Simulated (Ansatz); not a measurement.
BiB₁₀⁻. Total charge -1; singlet. Geometry PBE-D4/def2-SVPD, basis def2-TZVPD, Ansatz.

```csv
atom,x (Å),y (Å),z (Å)
Bi1,0.632,2.125,-3.182
B2,-0.379,0.167,-0.441
B3,-0.476,-1.870,1.663
B4,-0.105,0.224,-2.110
B5,0.091,-0.434,1.029
B6,0.502,1.508,-1.023
B7,0.389,1.215,0.639
B8,-0.647,-1.691,0.047
B9,0.434,0.727,2.181
B10,0.113,-0.788,2.655
B11,-0.552,-1.182,-1.459
```

| run | HOMO (eV) | LUMO (eV) |
| --- | --- | --- |
| A | -1.47 | 0.28 |
| B | -0.97 | -0.24 |
| C | -1.06 | -0.46 |
| D | -0.77 | -0.09 |
| E | -1.21 | -0.04 |
| F | -0.87 | -0.26 |

In the def2 sets Bi takes a core potential; there is no spin–orbit coupling. The structure comes from a short search, and lower isomers may exist.

Question: The runs used B97M-V, LDA (SPW92), PBE, PBE0, r2SCAN, r2SCANh. Estimate which is which.

Answer: A PBE0 (25 % exact exchange); B r2SCAN (0 % exact exchange); C LDA (SPW92) (0 % exact exchange); D B97M-V (0 % exact exchange); E r2SCANh (10 % exact exchange); F PBE (0 % exact exchange). Exact exchange lowers occupied and raises empty levels; among semilocal functionals meta-GGAs tend to open the gap a little, and such runs are hard to tell apart. The gap grows from 0.60 eV (LDA (SPW92)) to 1.75 eV (PBE0).
